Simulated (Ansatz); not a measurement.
CH5Ga (SMILES [CH3][GaH2]) moved off its minimum; all values from Ansatz (a quantum-chemistry and plane-wave program), cores frozen in correlated methods.
(charge 0, multiplicity 1)
```xyz
7

Ga    -0.11022    -0.05835    -0.33579
H     -1.35882    -0.45578    -1.29230
H      1.41247    -0.72533    -0.97256
C     -0.06977     0.81070     1.50096
H     -0.13681     1.99007     1.09473
H      0.80832     0.38850     1.93816
H     -0.81524     0.58194     1.94934
```

Task: Give the forces (eV/Å), the total energy and the dipole at CCSD(T)/cc-pVTZ.

Result: 
| atom | Fx | Fy | Fz |
|---|---|---|---|
| Ga1 | 1.216 | -1.226 | -0.572 |
| H2 | 0.163 | 0.348 | 0.319 |
| H3 | -1.326 | 0.779 | 0.593 |
| C4 | 7.804 | 4.744 | -8.312 |
| H5 | 0.732 | -2.919 | 1.761 |
| H6 | 0.895 | 0.733 | 0.425 |
| H7 | -9.484 | -2.459 | 5.786 |
Energy -1964.3074 hartree, dipole 1.27 D.
